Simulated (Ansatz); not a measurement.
K2I (the lowest doublet isomer of a short search) was relaxed with r2SCAN-D4 (def2-TZVP) in Ansatz in these states: charge +1 singlet, neutral doublet, neutral quartet. The geometries follow in no particular order.

In the def2 sets I takes a core potential; there is no spin–orbit coupling.

A:

```xyz
3

K    -2.198    0.110    0.262
K     1.586    1.487   -0.425
I     0.611   -1.597    0.163
```

B:

```xyz
3

K     1.488   -0.946   -2.401
K    -0.539   -1.750    2.350
I    -0.950    2.697    0.051
```

C:

Cartesian coordinates in Å:
```
K -1.8288 1.3304 2.2949
K 1.8228 -1.3325 -2.2985
I 0.0060 0.0021 0.0036
```

**Question.** Judge from the bond lengths which geometry belongs to which state (an estimate).

**Answer.** A is the neutral doublet (K1–K2 4.085 Å, K1–I3 3.288 Å, K2–I3 3.288 Å); B is the neutral quartet (K1–K2 5.228 Å, K1–I3 5.024 Å, K2–I3 5.023 Å); C is the charge +1 singlet (K1–K2 6.444 Å, K1–I3 3.222 Å, K2–I3 3.222 Å).

At PBE0-D4/def2-TZVP a doublet lies 3.88 eV below the neutral quartet. These are the stationary points nearest to one start from a short search; other shapes may lie lower in each state. The neutral quartet has come apart into loosely held pieces.
